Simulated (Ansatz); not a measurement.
C2H8MoN2O, SMILES `C[N]=[Mo]([CH3])([NH2])=[O]`. Charge 0, multiplicity 1. Mo takes the def2 core potential. Geometry: relaxed with PBE0-D4/def2-TZVP. It is one conformer, not always the lowest.

```xyz
14

C    -2.181    0.913   -0.727
N    -0.841    0.566   -0.410
Mo    0.344   -0.096    0.662
C     1.043   -1.817   -0.357
N     1.805    1.163    0.839
O    -0.327   -0.620    2.117
H    -2.491    0.401   -1.645
H    -2.878    0.643    0.074
H    -2.259    1.991   -0.910
H     1.818   -2.302    0.242
H     0.225   -2.524   -0.516
H     1.457   -1.533   -1.327
H     1.921    1.995    0.280
H     2.365    1.220    1.679
```

What is the dipole moment at PBE/def2-TZVPP? (Best estimate.)

Ansatz gave: 2.53 D, with components (0.80, 1.96, -1.38) D in this frame, pointing from negative to positive charge.

And with r2SCAN, B3LYP, ωB97M-V? (Best estimate.)

Ansatz gave: r2SCAN 2.56 D, B3LYP 2.61 D, ωB97M-V 2.59 D.

Give the Mulliken charges with PBE, ωB97M-V, B3LYP in def2-TZVPP. (Estimate.)

The calculation gave: 
```json
{"atom": "C1", "PBE": "-0.14", "ωB97M-V": "-0.20", "B3LYP": "-0.13"}
{"atom": "N2", "PBE": "-0.51", "ωB97M-V": "-0.53", "B3LYP": "-0.58"}
{"atom": "Mo3", "PBE": "1.17", "ωB97M-V": "1.21", "B3LYP": "1.34"}
{"atom": "C4", "PBE": "-0.49", "ωB97M-V": "-0.52", "B3LYP": "-0.49"}
{"atom": "N5", "PBE": "-0.52", "ωB97M-V": "-0.48", "B3LYP": "-0.54"}
{"atom": "O6", "PBE": "-0.50", "ωB97M-V": "-0.54", "B3LYP": "-0.56"}
{"atom": "H7", "PBE": "0.10", "ωB97M-V": "0.12", "B3LYP": "0.10"}
{"atom": "H8", "PBE": "0.11", "ωB97M-V": "0.13", "B3LYP": "0.11"}
{"atom": "H9", "PBE": "0.10", "ωB97M-V": "0.12", "B3LYP": "0.10"}
{"atom": "H10", "PBE": "0.11", "ωB97M-V": "0.13", "B3LYP": "0.10"}
{"atom": "H11", "PBE": "0.11", "ωB97M-V": "0.13", "B3LYP": "0.11"}
{"atom": "H12", "PBE": "0.11", "ωB97M-V": "0.13", "B3LYP": "0.11"}
{"atom": "H13", "PBE": "0.18", "ωB97M-V": "0.15", "B3LYP": "0.17"}
{"atom": "H14", "PBE": "0.17", "ωB97M-V": "0.14", "B3LYP": "0.16"}
```

B3LYP here is the variant with VWN-RPA as its local correlation; programs differ in this.
